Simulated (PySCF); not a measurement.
C5H9NSSi.
Cartesian coordinates in Å at the GFN2-xTB level; atoms count from 1:
```
atom  x, y, z in Å
C1    -2.2111    2.0048   -0.1156
C2    -1.5776    1.0250    0.1575
C3    -0.7637   -0.1023    0.5122
N4     0.5826    0.2231    0.8703
Si5    1.8899    0.2492   -0.2247
S6     3.4652    1.1026    0.9654
C7    -1.4237   -1.2572    1.2288
C8    -1.0101   -1.4025   -0.2024
H9    -2.7835    2.8477   -0.3648
H10    0.6398    0.7675    1.7191
H11    1.7206    1.0795   -1.4166
H12    2.2934   -1.1074   -0.5926
H13    4.4073    0.9615    0.0501
H14   -0.8343   -1.7637    1.9771
H15   -2.4753   -1.1816    1.4598
H16   -1.7771   -1.4215   -0.9617
H17   -0.1494   -2.0126   -0.4224
```

NICS = −σ at a ghost point: NICS(0) at the centroid of the ring atoms, NICS(1) 1 Å to either side along the normal of their mean plane, zz for the tensor component along that normal. Level: GIAO PBE0/pcSseg-1 (PySCF, non-relativistic, gas phase) on the GFN2-xTB geometry, one conformer.

Ring bond lengths (Å), with Mayer bond orders in brackets: C3–C7 1.511 (0.93), C7–C8 1.497 (0.97), C8–C3 1.504 (0.94).

Problem. Give the NICS values of each ring in ppm.

Solution. 
```tsv
ring	type	NICS(0)	NICS(1), two faces	NICS(1)zz, two faces	rms pucker (Å)	centre to ring atoms, mean (Å)
C3–C7–C8	3-membered carbocycle; formal bonds all single	-43.3	-8.9 / -7.4	-22.9 / -19.3	0.00	0.87
```

Problem. What do they say, and how far can they be read as aromaticity?

Solution. 
- C3–C7–C8: mean NICS(1)zz -21.1 ppm, shielded. C3, C7, C8 have four or more neighbours, so the value isn't read as a sign of a π ring current. The two faces differ by 3.6 ppm, so no symmetry operation interchanges them. NICS(0) lies 35 ppm below the mean NICS(1).

Problem. What is the mean of the two in-plane components of NICS at the second NICS(1) probe listed for ring C3–C7–C8, 1 Å off the ring?

Solution. The isotropic value is a third of the trace: (3 × -7.4 − (-19.3))/2 = -1.5 ppm.

Problem. List the ring angles and the Hirshfeld charges of the ring atoms.

Solution. 
- C3–C7–C8: C3 59.5° (+0.060 e), C7 60.0° (-0.083 e), C8 60.5° (-0.080 e); sum 180.0° against 180° for a flat convex ring.

Problem. What are the shieldings of the ring atoms and their hydrogens in the same run (means over atoms taken as equivalent)?

Solution. 
| atoms | environment | σ isotropic (ppm) |
| --- | --- | --- |
| C3 | sp3 carbon bound to nitrogen | 160.3 |
| C7 (×2) | three-membered-ring carbon | 166.0 |
| H14 (×2) | methylene hydrogen | 30.67 |
| H15 (×2) | methylene hydrogen | 30.73 |
